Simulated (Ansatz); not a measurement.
Reactions of `FC1(F)CC1(F)F`.

Isolated molecules relaxed with PBE0-D4/def2-TZVP in Ansatz; ΔE leaves out vibrations. CCSD(T)/CBS is the MP2 limit (def2-TZVPP, def2-QZVPP) plus CCSD(T) − MP2 in def2-TZVPP, frozen cores. This one scheme is used for every species, atoms too. Open shells (•) are unrestricted, without spin–orbit coupling. Spin–orbit coupling would lower the free atoms: a little for C, F. One conformer a species, not always the lowest.

Task: Order these by ΔE at CCSD(T)/CBS, lowest first. (An estimate is asked.)
A. `FC1(F)CC1(F)F` → 3 C• + 4 F• + 2 H•
B. `FC1(F)CC1(F)F` → `F/C=C(\F)C(F)F`
C. `FC1(F)CC1(F)F` → `FC(F)=CC(F)F`
D. `FC1(F)CC1(F)F` + H₂ → `FC1CC1(F)F` + H–F

Result: D (-1.01 eV), C (-0.83 eV), B (-0.41 eV), A (+38.24 eV).

Largest T1 diagnostic: 0.012, for `F/C=C(\F)C(F)F`.
